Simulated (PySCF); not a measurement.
A geometry optimisation, step by step.

Species: C₂H₆BNO₃.
Bonds: C1–C2, C2–O3 (double), C2–N4, N4–B5, B5–O6, B5–O7. Hydrogens: H8, H9, H10 on C1; H11 on N4; H12 on O6; H13 on O7.

Computed by this run: PBE0-D3(BJ)/def2-SVP geometry optimisation, gas phase in PySCF 2.14.0; density fitting, grid level 1; the optimiser is geomeTRIC in internal coordinates, started from a GFN2-xTB structure with every atom displaced at random (about 0.01 Å). The frame can shift and turn from step to step; on so coarse a grid that alone can change the energy by a few meV, and forces under 0.02 eV/Å are noise.

Step 0: E = -10464.7777 eV, largest atomic force 2.874 eV/Å
```
atom  x, y, z in Å  |  force x, y, z in eV/Å
C1      2.118   -0.152   -0.590   -0.676   2.185   0.184
C2      0.757    0.456   -0.202    1.700   0.459  -0.358
O3      0.548    1.656   -0.120    0.212   0.139  -0.089
N4     -0.180   -0.453    0.043   -2.710  -0.713   0.635
B5     -1.585   -0.130    0.429    1.145   0.564  -0.126
O6     -2.410   -1.172    0.638    0.477  -0.752  -0.188
O7     -1.968    1.148    0.589   -1.282  -0.571   0.272
H8      2.841    0.677   -0.708   -0.154  -0.330   0.051
H9      2.435   -0.823    0.182    0.388  -0.726   0.588
H10     1.997   -0.656   -1.531    0.043  -0.597  -0.751
H11     0.025   -1.431   -0.039    0.376  -0.403  -0.111
H12    -3.287   -0.921    0.903   -0.593   0.300   0.171
H13    -1.286    1.784    0.395    1.075   0.447  -0.278
```

Step 1: E = -10464.8861 eV, largest atomic force 0.952 eV/Å
```
atom  x, y, z in Å  |  force x, y, z in eV/Å
C1      1.858   -0.006   -1.134    0.084  -0.158   0.004
C2      0.654    0.480   -0.377   -0.413  -0.241  -0.207
O3      0.537    1.640   -0.016    0.120   0.125   0.028
N4     -0.308   -0.465   -0.102    0.896   0.300   0.110
B5     -1.388   -0.211    0.827   -0.843  -0.074   0.051
O6     -2.142   -1.299    1.166   -0.216   0.166   0.013
O7     -1.665    1.033    1.269    0.217  -0.053   0.094
H8      2.515    0.841   -1.358    0.025  -0.002   0.034
H9      2.380   -0.724   -0.478    0.132   0.031  -0.160
H10     1.596   -0.530   -2.072   -0.064   0.088   0.211
H11    -0.092   -1.420   -0.356   -0.078  -0.076  -0.086
H12    -2.939   -1.035    1.647    0.294  -0.059  -0.012
H13    -0.942    1.626    0.962   -0.157  -0.048  -0.080
```

Step 2: E = -10464.8378 eV, largest atomic force 0.698 eV/Å
```
atom  x, y, z in Å  |  force x, y, z in eV/Å
C1      1.885   -0.040   -1.149   -0.035  -0.258   0.036
C2      0.727    0.515   -0.361   -0.173   0.603   0.208
O3      0.709    1.691   -0.031   -0.484  -0.220   0.171
N4     -0.273   -0.369   -0.038    0.264  -0.573  -0.018
B5     -1.446   -0.203    0.823    0.239   0.018  -0.055
O6     -2.153   -1.331    1.122    0.105   0.159  -0.226
O7     -1.788    1.006    1.308    0.410   0.508  -0.246
H8      2.566    0.775   -1.418   -0.040   0.019   0.027
H9      2.425   -0.777   -0.533    0.037  -0.003  -0.045
H10     1.541   -0.554   -2.059   -0.004  -0.007  -0.010
H11    -0.074   -1.321   -0.320   -0.123  -0.109  -0.060
H12    -2.934   -1.116    1.643    0.036  -0.009   0.041
H13    -1.120    1.653    0.991   -0.231  -0.128   0.177
```

Step 3: E = -10464.9074 eV, largest atomic force 0.478 eV/Å
```
atom  x, y, z in Å  |  force x, y, z in eV/Å
C1      1.878   -0.024   -1.139    0.006  -0.078   0.059
C2      0.703    0.497   -0.352   -0.208   0.209   0.124
O3      0.635    1.662    0.006   -0.196  -0.039   0.040
N4     -0.275   -0.416   -0.055    0.204  -0.430   0.047
B5     -1.434   -0.211    0.813    0.076   0.094   0.041
O6     -2.164   -1.315    1.136    0.072   0.068  -0.212
O7     -1.737    1.017    1.279    0.184   0.202  -0.171
H8      2.545    0.808   -1.389   -0.013   0.014   0.006
H9      2.430   -0.759   -0.531    0.020   0.010  -0.026
H10     1.551   -0.531   -2.058   -0.019   0.005  -0.012
H11    -0.077   -1.368   -0.340   -0.089  -0.023  -0.050
H12    -2.933   -1.072    1.661    0.015   0.000   0.055
H13    -1.058    1.640    0.947   -0.052  -0.030   0.099
```

Step 4: E = -10464.9281 eV, largest atomic force 0.282 eV/Å
```
atom  x, y, z in Å  |  force x, y, z in eV/Å
C1      1.871    0.004   -1.122   -0.007  -0.114   0.025
C2      0.666    0.458   -0.342    0.117  -0.088  -0.164
O3      0.559    1.617    0.031   -0.053   0.132   0.002
N4     -0.285   -0.487   -0.072    0.239   0.061   0.136
B5     -1.422   -0.219    0.802   -0.155   0.111   0.135
O6     -2.186   -1.290    1.149   -0.055  -0.003  -0.115
O7     -1.667    1.032    1.242   -0.185  -0.193   0.006
H8      2.504    0.869   -1.347   -0.025   0.004   0.006
H9      2.448   -0.721   -0.525    0.016  -0.006  -0.017
H10     1.573   -0.495   -2.056   -0.004  -0.005  -0.014
H11    -0.095   -1.441   -0.356   -0.014   0.046  -0.053
H12    -2.939   -1.014    1.682    0.018  -0.007   0.050
H13    -0.962    1.617    0.893    0.109   0.061   0.003
```

Step 5: E = -10464.9359 eV, largest atomic force 0.267 eV/Å
```
atom  x, y, z in Å  |  force x, y, z in eV/Å
C1      1.875   -0.014   -1.122    0.046   0.122   0.040
C2      0.682    0.479   -0.344   -0.246  -0.055  -0.089
O3      0.543    1.649   -0.016    0.214   0.009   0.029
N4     -0.255   -0.464   -0.035    0.070  -0.055   0.173
B5     -1.427   -0.205    0.803    0.068   0.003  -0.093
O6     -2.200   -1.290    1.075   -0.075   0.032  -0.011
O7     -1.693    1.032    1.266    0.034  -0.083   0.075
H8      2.498    0.842   -1.401    0.020  -0.001  -0.023
H9      2.470   -0.710   -0.510   -0.018   0.009   0.020
H10     1.555   -0.555   -2.025   -0.010   0.011  -0.017
H11    -0.068   -1.417   -0.325   -0.028   0.019  -0.002
H12    -2.954   -1.042    1.620   -0.028  -0.014   0.035
H13    -0.961    1.624    0.992   -0.047   0.003  -0.136
```

Step 6: E = -10464.9441 eV, largest atomic force 0.179 eV/Å
```
atom  x, y, z in Å  |  force x, y, z in eV/Å
C1      1.879   -0.010   -1.123   -0.002   0.052   0.008
C2      0.697    0.472   -0.320   -0.005   0.004   0.001
O3      0.586    1.639    0.027   -0.041  -0.039  -0.004
N4     -0.238   -0.472   -0.006   -0.092  -0.086   0.127
B5     -1.432   -0.213    0.803    0.094   0.025  -0.069
O6     -2.224   -1.286    1.071    0.066  -0.037  -0.026
O7     -1.706    1.028    1.246   -0.004   0.039  -0.025
H8      2.499    0.851   -1.398    0.003   0.001  -0.010
H9      2.486   -0.718   -0.538   -0.027  -0.002   0.035
H10     1.540   -0.530   -2.031    0.009  -0.010  -0.040
H11    -0.060   -1.422   -0.310    0.000   0.026  -0.021
H12    -2.968   -1.033    1.626   -0.041   0.015   0.002
H13    -0.994    1.625    0.932    0.042   0.013   0.023
```

Step 7: E = -10464.9469 eV, largest atomic force 0.062 eV/Å
```
atom  x, y, z in Å  |  force x, y, z in eV/Å
C1      1.877   -0.004   -1.122   -0.016  -0.020  -0.015
C2      0.691    0.464   -0.319    0.047  -0.003  -0.040
O3      0.573    1.632    0.024   -0.042   0.016   0.025
N4     -0.234   -0.486    0.006    0.029  -0.003   0.055
B5     -1.428   -0.215    0.805   -0.027   0.020  -0.028
O6     -2.229   -1.283    1.067    0.006  -0.019   0.014
O7     -1.697    1.031    1.238   -0.023  -0.013   0.022
H8      2.488    0.862   -1.398   -0.006  -0.002   0.007
H9      2.486   -0.704   -0.530   -0.004  -0.005   0.006
H10     1.548   -0.531   -2.031    0.011  -0.004  -0.001
H11    -0.057   -1.435   -0.300    0.004   0.008  -0.020
H12    -2.984   -1.022    1.605   -0.001   0.003  -0.012
H13    -0.970    1.618    0.934    0.021   0.021  -0.012
```

Step 8: E = -10464.9473 eV, largest atomic force 0.065 eV/Å
```
atom  x, y, z in Å  |  force x, y, z in eV/Å
C1      1.876   -0.003   -1.120    0.001   0.023  -0.007
C2      0.693    0.466   -0.314   -0.023  -0.022   0.012
O3      0.567    1.632    0.032    0.045   0.023  -0.040
N4     -0.226   -0.488    0.016    0.021  -0.001   0.015
B5     -1.428   -0.214    0.803   -0.013   0.004   0.002
O6     -2.228   -1.284    1.060   -0.013  -0.005   0.017
O7     -1.700    1.032    1.232   -0.031  -0.019   0.005
H8      2.487    0.863   -1.398    0.006  -0.001   0.004
H9      2.486   -0.702   -0.527    0.001   0.000   0.002
H10     1.547   -0.532   -2.028    0.002   0.004   0.010
H11    -0.048   -1.435   -0.294   -0.006  -0.003  -0.011
H12    -2.991   -1.023    1.586    0.002   0.000  -0.009
H13    -0.972    1.619    0.929    0.008  -0.004   0.000
```

Step 9: E = -10464.9476 eV, largest atomic force under 0.02 eV/Å
```
atom  x, y, z in Å  |  force x, y, z in eV/Å
C1      1.878   -0.001   -1.118    0.005   0.002   0.001
C2      0.695    0.467   -0.313   -0.005   0.001  -0.003
O3      0.568    1.635    0.027    0.002  -0.004  -0.009
N4     -0.222   -0.488    0.023    0.010   0.013   0.007
B5     -1.429   -0.216    0.802   -0.004  -0.012   0.009
O6     -2.230   -1.287    1.054   -0.004   0.002   0.005
O7     -1.705    1.030    1.230    0.004  -0.002  -0.007
H8      2.488    0.865   -1.397    0.005   0.001   0.004
H9      2.488   -0.698   -0.522    0.004   0.000  -0.002
H10     1.551   -0.533   -2.025   -0.001   0.002   0.006
H11    -0.043   -1.435   -0.288   -0.005   0.000  -0.004
H12    -2.998   -1.025    1.572    0.000  -0.001  -0.003
H13    -0.976    1.617    0.933   -0.011  -0.004  -0.004
```

Task: Summarise the path.

Result: The energy falls by 16.40 kJ/mol from step 0 to step 9; nine tenths of that is first reached at step 5. It rises by more than 0.2 meV at step 2. The largest force goes from 2.874 to under 0.02 eV/Å. Among the bonds C2–N4 changes most, from 1.328 to 1.365 Å; the atoms move by 0.089 Å rms after alignment.

Task: Follow the three bonds and two angles with the largest change from start to end.

Result: 
| step | E above end (kJ/mol) | largest force (eV/Å) | C2–N4 (Å) | C1–C2 (Å) | O7–H13 (Å) | B5–O7–H13 (°) | H9–C1–H10 (°) |
| --- | --- | --- | --- | --- | --- | --- | --- |
| 0 | 16.40 | 2.874 | 1.328 | 1.540 | 0.953 | 114.0 | 111.7 |
| 1 | 5.94 | 0.952 | 1.376 | 1.502 | 0.984 | 107.6 | 107.9 |
| 2 | 10.60 | 0.698 | 1.373 | 1.506 | 0.982 | 107.6 | 107.6 |
| 3 | 3.88 | 0.478 | 1.370 | 1.507 | 0.981 | 107.8 | 107.6 |
| 4 | 1.89 | 0.282 | 1.367 | 1.506 | 0.981 | 107.8 | 107.7 |
| 5 | 1.14 | 0.267 | 1.366 | 1.507 | 0.981 | 108.1 | 107.6 |
| 6 | 0.34 | 0.179 | 1.366 | 1.508 | 0.981 | 107.9 | 107.7 |
| 7 | 0.07 | 0.062 | 1.365 | 1.507 | 0.982 | 107.8 | 107.8 |
| 8 | 0.04 | 0.065 | 1.365 | 1.506 | 0.982 | 107.8 | 107.8 |
| 9 | 0.00 | under 0.02 | 1.365 | 1.506 | 0.983 | 107.7 | 107.8 |

What follows is the cost of the whole optimisation. Hardware: an AMD EPYC 9R45 with one thread, on a shared host. Cost: 36 s of wall time, 0.51 GiB resident at most.
